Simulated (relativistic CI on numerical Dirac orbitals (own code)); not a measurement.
Sensitivity of the levels of Ho VII to α and to the nuclear radius

Method of calculation: Dirac-Coulomb-Breit CI, KLI orbitals optimised for each configuration, derivatives by finite differences, unscaled Slater integrals, QED left out (own radial code, finite nucleus).

Configuration list (outside the closed core [Kr] 4d10 5s2): 4f9 5p4. The list is cut by size and lacks configurations that can hold low levels.

With x = (α/α₀)² − 1 an excitation energy changes as ω = ω₀ + qx; K = 2q/ω₀ is the relative enhancement. Terms are leading LS components, so labels can repeat. The field-shift factor is F = δν/δ⟨r²⟩ for the transition from the lowest level.

Lowest level 4f9 5p4 8I°_19/2.

| Level | ω₀ (cm⁻¹) | q (cm⁻¹) | K | F (GHz/fm²) |
| --- | --- | --- | --- | --- |
| 4f9 5p4 8H°_17/2 | 2413.4 | 5282 | 4.38 | -0.2 |
| 4f9 5p4 8H°_15/2 | 4612.3 | 7551 | 3.27 | -0.171 |
| 4f9 5p4 8H°_13/2 | 7434.1 | 10240 | 2.76 | -0.0935 |
| 4f9 5p4 8G°_15/2 | 9007.4 | 5128 | 1.14 | -0.0164 |
| 4f9 5p4 8H°_11/2 | 10084.7 | 11950 | 2.37 | -0.0363 |
| 4f9 5p4 6H°_15/2 | 11537.9 | 4211 | 0.73 | -0.168 |
| 4f9 5p4 8I°_17/2 | 12470.2 | 7626 | 1.22 | -0.48 |
| 4f9 5p4 8H°_9/2 | 12507.9 | 13030 | 2.08 | 0.0221 |
| 4f9 5p4 8G°_13/2 | 12703.1 | 3863 | 0.608 | 0.11 |
| 4f9 5p4 6G°_13/2 | 14114.7 | 5741 | 0.814 | -0.14 |
| 4f9 5p4 8G°_7/2 | 14617.1 | 13430 | 1.84 | 0.094 |
| 4f9 5p4 8F°_11/2 | 15860.7 | 6868 | 0.866 | 0.174 |
| 4f9 5p4 8G°_5/2 | 16326.7 | 13190 | 1.62 | 0.188 |

At this charge configurations can still be misplaced by up to about 7 % of their energy. Terms inside the open d or f shell come out 10 to 20 % too wide with unscaled integrals. Levels and lines within the n = 5 or 6 shells can be off by up to 10 % or somewhat more, and those that change n by about 2 %, since core polarisation is missing.
